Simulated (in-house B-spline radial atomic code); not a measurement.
Values are calculated unless marked as measured or tabulated.
# Ghost states of the separable form: Tc

Tc, [Kr] 4d5 5s2, non-relativistic LDA (VWN5), spherical and spin-unpolarised, from a B-spline radial code for spherical atoms (atomic units; all potentials screened as in the neutral atom).

Troullier-Martins channels: 5s (ε = -0.1836, r_c = 3.178 bohr), 4d (ε = -0.2703, r_c = 1.394 bohr). In the Kleinman-Bylander form one channel serves as the local potential, and each other channel l becomes |δV u><u δV|/<u|δV|u>, with δV = V_l − V_local and u the pseudo-orbital. Its strength is E_KB = <u|δV²|u>/<u|δV|u>. By the analysis of Gonze, Stumpf and Scheffler a spurious state lies below the reference level ε if E_KB > 0 and ε is above the second level of the local potential alone, or if E_KB < 0 and ε is above its first. The table's levels are those of angular momentum l in a sphere of 9 bohr, whose wall can lift a shallow ε a little above its free-atom value.

```json
{"local": "s", "channel": "d", "<u δV u>": "-2.6309", "<u δV² u>": "13.373", "ε": "-0.2703", "first local level": "0.0740", "second local level": "0.3182"}
{"local": "d", "channel": "s", "<u δV u>": "0.22073", "<u δV² u>": "0.72037", "ε": "-0.1828", "first local level": "-5.4647", "second local level": "-0.8535"}
```

(1) Apply the rule to each row.

Diagonalising the separable Hamiltonian gives:

| local | channel | three lowest levels | all-electron, two lowest valence levels |
| --- | --- | --- | --- |
| s | d | -0.2703, 0.1088, 0.4052 | -0.2703, 0.1067 |
| d | s | -3.6948, -0.1828, 0.1035 | -0.1828, 0.1049 |

(2) Which choices of local channel are safe?

Results:

(1) Local s, channel d: E_KB = -5.08, so ε = -0.2703 is set against 0.0740: no ghost. Local d, channel s: E_KB = +3.26, so ε = -0.1828 is set against -0.8535: a ghost.

(2) Free of ghosts: s. With d local the s channel has a ghost 3.51 hartree below ε, since the local potential binds more than one state below ε, and a repulsive term of rank one raises each level at most to the next, so it clears only one of them. Among the safe choices the second level, which tests transfer, is off by at most 2.1 millihartree (s local).
